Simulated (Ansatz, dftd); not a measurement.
System: SiF2, charge 0, singlet. SiF2 (SMILES [Si](F)F).
B3LYP-D3(BJ)/def2-TZVP minimum from Ansatz (a quantum-chemistry and plane-wave program):
```
Si
F 1 1.6090
F 1 1.6090 2 100.76
```
Charge 0, spin multiplicity 1.

Quantity: atomisation energy (electronic, to ground-state atoms), in kcal/mol. Radicals and triplets start from unrestricted determinants; spin-orbit coupling is neglected. Correlated methods leave the cores frozen. Rows without X2C or -DK are non-relativistic. CBS(X,Y): correlation extrapolated as X^-3, Hartree-Fock from the larger set (Q,5: extrapolated as (X+1)exp(-9√X)). A bracket is a step between two methods taken in the basis named. Functionals run without relativity, which enters their misses. Double hybrids freeze cores in their MP2 part. 'core' is core correlation in cc-pwCVTZ (1s frozen past Ne), 'X2C' scalar relativity in cc-pVTZ-DK, both at CCSD(T). The restricted determinant of F2Si (F[Si]F, singlet) is unstable towards broken spin symmetry in at least one set run.

Compared with CCSD(T)/CBS(cc-pV(Q+d)Z,cc-pV(5+d)Z) + [CCSDT(Q) - CCSD(T)]/cc-pV(T+d)Z + core + X2C (Ansatz): 299.2 kcal/mol.

Costs are rough ratios of core time, to one figure, on one kind of shared machine, summed over the single points of the molecules; atoms, geometries and frequencies are left out. The first row took roughly 3 core seconds; short runs hold start-up time.

```json
[
 {"level": "B3LYP/def2-TZVPD", "program": "Ansatz", "cost relative to the first row": "1", "difference (kcal/mol)": "-7.4"},
 {"level": "r2SCANh-D4/def2-TZVPD", "program": "Ansatz + dftd4", "cost relative to the first row": "1", "difference (kcal/mol)": "-10.5"},
 {"level": "B2PLYP/def2-TZVPD", "program": "Ansatz", "cost relative to the first row": "2", "difference (kcal/mol)": "-5.4"},
 {"level": "CCSD(T)/cc-pV(Q+d)Z", "program": "Ansatz", "cost relative to the first row": "9", "difference (kcal/mol)": "-4.3"},
 {"level": "CCSDT(Q)/cc-pV(D+d)Z", "program": "Ansatz", "cost relative to the first row": "20", "difference (kcal/mol)": "-41.7"},
 {"level": "CCSD(T)/CBS(cc-pV(T+d)Z,cc-pV(Q+d)Z) + core + X2C", "program": "Ansatz", "cost relative to the first row": "30", "difference (kcal/mol)": "-0.4"}
]
```

The dearest row costs roughly 30 times the first. Costs within a factor of two don't rank. The table holds for this case alone.
